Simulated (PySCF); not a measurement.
(Z)-2-chloro-3-fluorobut-2-ene (C₄H₆ClF), SMILES C/C(Cl)=C(/F)C. Atoms are numbered in the order given.

```xyz
12

C      0.3799     2.2901     0.0000
C     -0.2166     0.9228     0.0000
F     -1.5669     0.9528     0.0000
C      0.4233    -0.2704     0.0000
C      1.9006    -0.5062     0.0000
Cl    -0.5444    -1.7310     0.0000
H      0.0379     2.8559     0.8925
H      0.0379     2.8559    -0.8925
H      1.4834     2.2693     0.0000
H      2.2016    -1.0941     0.8923
H      2.4709     0.4412     0.0000
H      2.2016    -1.0941    -0.8923
```

Geometry: PBE-D3(BJ)/def2-SVP.

The numbers are results of PBE0/def2-TZVP run with PySCF, not measurements.

Symmetry labels are those of the subgroup Cs that the program uses (full group Cs).

Computed valence orbital energies around the gap with their symmetry:
```
orbital  symmetry  energy (eV)
-------  --------  -----------
HOMO−7         A'       -11.92
HOMO−6         A"       -11.61
HOMO−5         A'       -11.49
HOMO−4         A'       -11.32
HOMO−3         A'       -10.46
HOMO−2         A"        -9.63
HOMO−1         A'        -8.74
HOMO           A"        -6.79
LUMO           A"         0.23
LUMO+1         A'         0.85
LUMO+2         A'         1.10
LUMO+3         A'         1.94
```
